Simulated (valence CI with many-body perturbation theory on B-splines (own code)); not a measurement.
Values are calculated unless marked as measured or tabulated.
## Ag XVII: magnetic and hyperfine properties of the levels

Method: configuration interaction combined with many-body perturbation theory (CI+MBPT): three valence electrons over a frozen Dirac-Fock core [Ar] 3d10, a basis of 11 s, 11 p, 9 d, 7 f, 5 g, 2 h, 1 i functions for each j, with the one-electron correlation potential Σ1 (screened to all orders), the two-electron term Σ2, the three-electron term Σ3, Breit, model QED; selected single and double excitations, second order for the rest (own B-spline code, finite nucleus).

No measured levels were compared; by estimate levels hold to about 250 cm⁻¹ or 0.2 % of their energy and the worst to 1 %, as in measured heavy ions of charge 2 to 7; those with d or f electrons hold less well.

A/g_I is the dipole constant over the nuclear g factor μ/I (μ in nuclear magnetons, uniformly magnetised nucleus), B/Q the quadrupole constant per barn. Both hold the static response of the core; the bare values leave it out. Large factors of s and p1/2 electrons are usually good to 5 to 10 %; those of open d and f shells near neutrality can be off by tens of per cent, and small factors of p3/2, d and f electrons come from cancelling terms and can be off by a factor of two or in sign, in half-filled shells by more. B is blank for J = 1/2, where it vanishes, and for nearly pure S terms. Energies count from the lowest level.

Names give the largest LS component (configuration and term), which can be under half, so a name can repeat, a term be missing and a line seem to break the LS rules; names also repeat where a configuration has a term twice. Letters in brackets count levels of one name in rising energy.

| Level | E (eV) | g | A/g_I (MHz) | A/g_I bare | B/Q (MHz/b) | B/Q bare |
| --- | --- | --- | --- | --- | --- | --- |
| 4s2 4p 2P°_1/2 | 0.00 | 0.664 | 46000 | 43600 |  |  |
| 4s2 4p 2P°_3/2 | 7.48 | 1.333 | 7900 | 7370 | 14600 | 13600 |
| 4s 4p2 4P_1/2 | 34.51 | 2.580 | 113000 | 106000 |  |  |
| 4s 4p2 4P_3/2 | 38.69 | 1.717 | 40200 | 38000 | 11900 | 11200 |
| 4s 4p2 4P_5/2 | 41.39 | 1.514 | 43200 | 40800 | -6770 | -6340 |
| 4s 4p2 2D_3/2 | 47.13 | 0.849 | -6580 | -6210 | 17700 | 16500 |
| 4s 4p2 2D_5/2 | 49.85 | 1.286 | 39200 | 37100 | 20000 | 18700 |
| 4s 4p2 2P_1/2 | 51.48 | 1.201 | 21900 | 20700 |  |  |
| 4s 4p2 2S_1/2 | 58.90 | 1.554 | 132000 | 125000 |  |  |
| 4s 4p2 2P_3/2 | 59.88 | 1.298 | -14600 | -13800 | -12800 | -12000 |
| 4s2 4d 2D_3/2 | 74.45 | 0.800 | 1960 | 1960 | 3170 | 2940 |
| 4s2 4d 2D_5/2 | 75.71 | 1.200 | 3410 | 3300 | 4250 | 3940 |
| 4p3 4S°_3/2 [a] | 85.69 | 1.389 | 5710 | 5500 | 11300 | 10600 |
| 4p3 4S°_3/2 [b] | 90.46 | 1.421 | -1110 | -927 | 349 | 325 |
| 4p3 2D°_5/2 | 90.99 | 1.198 | 15700 | 14900 | -2320 | -2180 |
| 4p3 2P°_1/2 | 96.60 | 0.665 | 43600 | 41000 |  |  |
| 4p3 2P°_3/2 | 101.04 | 1.170 | 2720 | 2620 | -8560 | -8030 |
| 4s 4p 4d 4F°_3/2 | 101.77 | 0.581 | -12200 | -11500 | 2280 | 2090 |
| 4s 4p 4d 4F°_5/2 | 103.11 | 1.044 | 18700 | 17800 | 3270 | 3010 |
| 4s 4p 4d 4F°_7/2 | 105.53 | 1.249 | 23800 | 22600 | 4210 | 3870 |
| 4s 4p 4d 4P°_5/2 | 107.59 | 1.465 | 25900 | 24600 | 3740 | 3440 |
| 4s 4p 4d 4D°_3/2 | 108.36 | 1.372 | 15600 | 14900 | 2870 | 2670 |
| 4s 4p 4d 4D°_1/2 | 108.76 | 0.339 | -51000 | -48100 |  |  |
| 4s 4p 4d 4F°_9/2 | 109.69 | 1.333 | 21200 | 20100 | 17800 | 16600 |
| 4s 4p 4d 2F°_5/2 [a] | 112.35 | 1.074 | 15700 | 14900 | 2450 | 2280 |
| 4s 4p 4d 2D°_3/2 [a] | 112.71 | 0.883 | -15200 | -14300 | -2210 | -2080 |
| 4s 4p 4d 4P°_1/2 | 113.29 | 2.348 | 82700 | 78200 |  |  |
| 4s 4p 4d 4D°_7/2 | 113.58 | 1.401 | 25100 | 23800 | -4410 | -4130 |
| 4s 4p 4d 4P°_3/2 | 113.69 | 1.479 | 30100 | 28600 | -5740 | -5340 |
| 4s 4p 4d 4D°_5/2 | 113.75 | 1.319 | 24100 | 22900 | -2160 | -2000 |
| 4s 4p 4d 2D°_5/2 [a] | 115.86 | 1.154 | 27100 | 25700 | 531 | 455 |
| 4s 4p 4d 2F°_7/2 [a] | 120.08 | 1.143 | -1460 | -1330 | 17500 | 16400 |
| 4s 4p 4d 2P°_3/2 [a] | 120.68 | 1.165 | 2240 | 2150 | 67.6 | 44.5 |
| 4s 4p 4d 2F°_7/2 [b] | 122.86 | 1.157 | 20600 | 19500 | 14500 | 13500 |
| 4s 4p 4d 2F°_5/2 [b] | 123.18 | 0.876 | -9930 | -9330 | 12900 | 12000 |
| 4s 4p 4d 2P°_1/2 [a] | 124.74 | 0.653 | -55900 | -52700 |  |  |
| 4s 4p 4d 2P°_1/2 [b] | 126.01 | 0.657 | 20400 | 19300 |  |  |
| 4s 4p 4d 2D°_3/2 [b] | 127.36 | 1.034 | 32400 | 30600 | -3530 | -3330 |
| 4s 4p 4d 2P°_3/2 [b] | 127.44 | 1.233 | 1060 | 1180 | -3500 | -3290 |
| 4s 4p 4d 2D°_5/2 [b] | 128.04 | 1.177 | -8760 | -8180 | -9990 | -9390 |

Take the isotope of mass number 107, with I = 1/2, μ = -0.11352 μN. What is the hyperfine structure of 4s2 4p 2P°_1/2?

From the table A = -10400 MHz. Shifts from the centre of gravity in MHz: F = 0: 7800, F = 1: -2600.
